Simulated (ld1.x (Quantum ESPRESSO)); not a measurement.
# Configuration tests for gallium (PAW)

```json
{
  "Element": "gallium (Ga)",
  "Generator": "ld1.x (Quantum ESPRESSO) 7.5",
  "Type": "PAW",
  "Functional": "LDA (PZ)",
  "Relativity": "scalar-relativistic",
  "Frozen core": "[Ar] 3d10",
  "Valence charge": "3",
  "Reference configuration": "4s2 4p1",
  "Partial waves": "4s (bound): rcut 1.85, rcutus 2.05 bohr; 4s channel at 0.65 Ry: rcut 1.85, rcutus 2.05 bohr; 4p (bound): rcut 2.15, rcutus 2.55 bohr; 4p channel at 4.5 Ry: rcut 2.15, rcutus 2.55 bohr",
  "Local potential": "all-electron potential smoothed inside 2.20 bohr (lloc = -1)",
  "Core correction": "Bessel-smoothed model core, default radius (core density twice the valence density)",
  "Augmentation charge": "PSQ, inside the norm-conserving radii"
}
```

Energies are relative to the spin-unpolarised reference configuration 4s2 4p1; without spin polarisation the order of configurations can differ from experiment. Not all tests gave a result: test run stopped at test 6 of 9 (negative rho).

```tsv
valence configuration	charge	ΔE all-electron (eV)	error AE − PS (meV)
4s2 4p0	+1	5.888	-13
4s1 4p0	+2	27.391	-204
4s1 4p2	0	6.612	-17
4s2 4p1.3	-0.3	-0.578	-0.1
```

Q: What are ΔE and the potential's error for 4s2 4p0.5?

A: ΔE = 2.120 eV all-electron; the error (AE − PS) is -1.9 meV.
